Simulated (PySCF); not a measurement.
Structure with atom numbers: `[CH2:1]=[CH:2][C@@:3]1([N:4]([CH3:5])[CH3:6])[SiH2:7][C@@H:8]1[CH3:9]`; H(Xn) means a hydrogen on atom n. Ha(C1) is cis to C3; Ha(Si7) is cis to C9 on the ring; Hb(C1) is trans to C3; Hb(Si7) is trans to C9 on the ring.

PySCF 2.14.0 with density-fitted response routines calculation with coordinates at the GFN2-xTB level and σ from GIAO-PBE0/pcSseg-1; relativity neglected, rapidly exchanging positions averaged, no solvent model, one conformer.

List the cross peaks expected in HSQC, COSY and HMBC spectra.

Results:



HSQC (one-bond C–H):
```csv
δH,δC
7.11 (H(C2)),147.9 (C2)
4.90 (Hb(C1)),110.2 (C1)
4.58 (Ha(C1)),110.2 (C1)
2.48 (H(C5)/H(C6)),47.2 (C5/C6)
1.89 (H(C8)),30.6 (C8)
1.70 (H(C9)),13.5 (C9)
```

COSY cross peaks (H two or three bonds apart, from the bond graph; peaks can be absent where the dihedral angle is near 90°):
```csv
δH,δH
7.11 (H(C2)),4.90 (Hb(C1))
7.11 (H(C2)),4.58 (Ha(C1))
4.90 (Hb(C1)),4.58 (Ha(C1))
2.85 (Ha(Si7)),2.48 (Hb(Si7))
2.85 (Ha(Si7)),1.89 (H(C8))
2.48 (Hb(Si7)),1.89 (H(C8))
1.89 (H(C8)),1.70 (H(C9))
```

HMBC (two and three bonds, from the bond graph):
```csv
δH,δC
7.11 (H(C2)),"110.2 (C1), 60.5 (C3), 30.6 (C8)"
4.90 (Hb(C1)),"147.9 (C2), 60.5 (C3)"
4.58 (Ha(C1)),"147.9 (C2), 60.5 (C3)"
2.85 (Ha(Si7)),"147.9 (C2), 60.5 (C3), 30.6 (C8), 13.5 (C9)"
2.48 (H(C5)/H(C6)),"60.5 (C3), 47.2 (C5/C6)"
2.48 (Hb(Si7)),"147.9 (C2), 60.5 (C3), 30.6 (C8), 13.5 (C9)"
1.89 (H(C8)),"147.9 (C2), 60.5 (C3), 13.5 (C9)"
1.70 (H(C9)),"60.5 (C3), 30.6 (C8)"
```

δ = σ(ref) − σ, references computed at the same level: $^{1}$H and $^{13}$C vs TMS.

Short H···H contacts in this conformer between protons four or more bonds apart (candidates for NOE cross peaks, intensity ∝ r⁻⁶): Ha(C1)···H(C8) 2.20 Å, H(C5)···H(C9) 2.32 Å, H(C2)···H(C6) 2.34 Å, H(C6)···Ha(Si7) 2.78 Å.

Shifts are as computed. Against solution values, carbons near 30 ppm lie about +3 ppm off and those near 130 ppm about +5 ppm. Of 1211 compounds with measured shifts, 218 miss one by over three times the rms of a fit or turn the order of signals round; such compounds aren't used in these exercises.
